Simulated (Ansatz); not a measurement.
Species: AsH3, charge 1, doublet. AsH3+ (parent SMILES [AsH3], doublet).
B3LYP-D3(BJ)/def2-TZVP minimum from Ansatz (a quantum-chemistry and plane-wave program):
```xyz
4

As     0.0005     0.0000     0.0359
H     -0.8542    -1.1590    -0.3848
H     -0.5843     1.3154    -0.3865
H      1.4235    -0.1555    -0.4128
```
Charge +1, spin multiplicity 2.

Total energies in aug-cc-pVDZ, 7 correlated electrons, 14 frozen orbitals. Open shells are spin-unrestricted; no spin-orbit coupling. Correlated methods leave the cores frozen (noble-gas shells, and filled d and f shells in the p block). No relativity. The spin of H3As+ (parent SMILES [AsH3], doublet) was assumed, and the state is the lowest solution found for it.

| method | program | energy (Eh) | minus CCSDTQ (mEh) |
|---|---|---|---|
| HF | Ansatz | -2235.58707 | 128.84 |
| MP2 | Ansatz | -2235.68663 | 29.28 |
| CCSD | Ansatz | -2235.71247 | 3.44 |
| CCSD(T) | Ansatz | -2235.71518 | 0.74 |
| CCSDT(Q) | Ansatz | -2235.71590 | 0.01 |
| CCSDTQ | Ansatz | -2235.71591 | 0.00 |

Rough core times of Ansatz's runs on a shared machine: CCSD(T) under 20 s, CCSDT(Q) 50 s, CCSDTQ 20 min.
